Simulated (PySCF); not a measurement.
## Sulfur: a sound run and one with changed settings

Sound run: S⁺ [Ne] 3s2 3p3, S²⁺ [Ne] 3s2 3p2. Computed with PySCF 2.14 in aug-cc-pVDZ-DK (5s4p2d, 27 functions), with scalar relativity by spin-free X2C-1e. In the sound run the correlated levels freeze [Ne]. The sound run starts from symmetry-adapted Hartree-Fock orbitals and uses a fine grid where one is needed.

Changed run: no relativity, point nucleus. This setting is unsound on purpose.

| species | method | sound run (hartree) | changed run (hartree) | converged |
| --- | --- | --- | --- | --- |
| S⁺ | UHF | -398.24026 | -396.90254 | yes |
| S⁺ | r2SCAN | -398.78548 | -397.44859 | yes |
| S⁺ | M06-2X | -398.80065 | -397.46352 | yes |
| S⁺ | MP2 | -398.30989 | -396.97223 | yes |
| S⁺ | CCSD(T) | -398.32972 | -396.99217 | yes |
| S²⁺ | UHF | -397.40529 | -396.06713 | yes |
| S²⁺ | r2SCAN | -397.92104 | -396.58365 | yes |
| S²⁺ | M06-2X | -397.95039 | -396.61264 | yes |
| S²⁺ | MP2 | -397.45833 | -396.12024 | yes |
| S²⁺ | CCSD(T) | -397.48063 | -396.14271 | yes |

Ionisation energy of S⁺:

```csv
method,sound run (eV),changed run (eV)
UHF,22.721,22.732
r2SCAN,23.523,23.536
M06-2X,23.137,23.154
MP2,23.172,23.184
SCS-MP2,23.014,23.026
CCSD,23.097,23.107
CCSD(T),23.105,23.115
```

Most of the change in total energy is the relativistic energy itself. On top of that the contraction fixes the core shape for the Hamiltonian it was made with, so the changed run is not a good calculation with the other Hamiltonian either.

For comparison, NIST gives 23.338 eV between the lowest levels.
